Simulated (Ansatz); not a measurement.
Calculation: frozen-core CCSD(T)/cc-pVTZ // PBE0-D3(BJ)/def2-TZVP (Ansatz, an electronic-structure program).

Ansatz 0.2 input:
```yaml
crystal:
  periodic: [false, false, false]
  atoms:
    - { symbol: O, position_ang: [1.192172, -0.420907, 0.175489] }
    - { symbol: Si, position_ang: [-0.386538, 0.035976, 0.054579] }
    - { symbol: H, position_ang: [1.796337, -0.125209, -0.505959] }
    - { symbol: H, position_ang: [-1.071101, -0.555612, 1.226261] }
    - { symbol: H, position_ang: [-1.008772, -0.465611, -1.201598] }
    - { symbol: H, position_ang: [-0.532961, 1.517468, 0.077729] }
basis:
  gaussian: { orbitals: cc-pVTZ }
correlation:
  method: ccsd_t
```

Output:

```
Functional definition: HF
687 factors; integrals over basis functions are off by at most 1.2e-3 eV
mean field evaluation 1: about -9962.7545 eV, gradient 3.4e1 eV
mean field evaluation 2: about -9962.7645 eV, gradient 3.4e1 eV
mean field evaluation 4: about -9964.9667 eV, gradient 2.3e0 eV
mean field evaluation 8: about -9964.9884 eV, gradient 7.6e-2 eV
mean field evaluation 16: about -9964.9731 eV, gradient 3.2e-1 eV
mean field -9964.98841828 eV, -366.2065698601 hartree, gradient 1.6e-6 eV, S^2 0.000000; 0 other end points of the search recorded, 0 dependent functions left out
6 core orbitals not correlated
reference -9964.98841828 eV, -366.2065698601 hartree; 7, 7 occupied and 107, 107 virtual orbitals, 687 factors
second order -10.24946589 eV of doubles, -0.00000000 eV of singles
cycle   1  -10.57886727 eV  change   -3.3e-1 eV  update   6.8e-2
cycle   2  -10.86456481 eV  change   -2.9e-1 eV  update   2.0e-2
cycle   3  -10.91827050 eV  change   -5.4e-2 eV  update   9.4e-3
cycle   4  -10.91147259 eV  change    6.8e-3 eV  update   1.9e-3
cycle   5  -10.91186939 eV  change   -4.0e-4 eV  update   8.0e-4
cycle   6  -10.91197656 eV  change   -1.1e-4 eV  update   2.0e-4
cycle   7  -10.91186869 eV  change    1.1e-4 eV  update   6.9e-5
cycle   8  -10.91186941 eV  change   -7.2e-7 eV  update   2.4e-5
cycle   9  -10.91187401 eV  change   -4.6e-6 eV  update   8.2e-6
perturbative correction -0.33059215 eV, -0.0121490375 hartree
Total energy: -9976.23088444 eV, -366.6197228710 hartree
```

Cost: around 6 core-seconds (rough).
